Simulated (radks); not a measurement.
Values are calculated unless marked as measured or tabulated.
Task: Species: Bi I. Configuration: [Hg] 6p3 (the NIST ground configuration). Code: a radial shooting solver on a logarithmic mesh with Libxc functionals. Model: Dirac Kohn-Sham, PBE, spin-unpolarised, spherical densities, finite nucleus; open shells are shared between the two j in proportion to 2j + 1; Fermi nuclear charge, rms radius 5.5211 fm.

Spin-orbit splittings of the eigenvalues, e(l+1/2) - e(l-1/2), with zeta = 2 splitting/(2l+1) and mean radii in bohr:

| shell | occ. | splitting (eV) | zeta (eV) | <r> j=l-1/2 | <r> j=l+1/2 |
|---|---|---|---|---|---|
| 2p | 6 | 2319 | 1546 | 0.05388 | 0.06293 |
| 3p | 6 | 519.3 | 346.2 | 0.1615 | 0.1780 |
| 3d | 10 | 110.1 | 44.04 | 0.1545 | 0.1595 |
| 4p | 6 | 128.0 | 85.31 | 0.3778 | 0.4124 |
| 4d | 10 | ? | ? | 0.4161 | 0.4271 |
| 4f | 14 | 5.490 | 1.569 | 0.4381 | 0.4442 |
| 5p | 6 | 24.63 | 16.42 | 0.8856 | 0.9751 |
| 5d | 10 | 2.997 | 1.199 | 1.211 | 1.255 |
| 6p | 3 | 1.920 | 1.280 | 2.751 | 3.203 |

Estimate the 4d splitting.

Result: 23.89 eV (zeta = 9.556 eV).
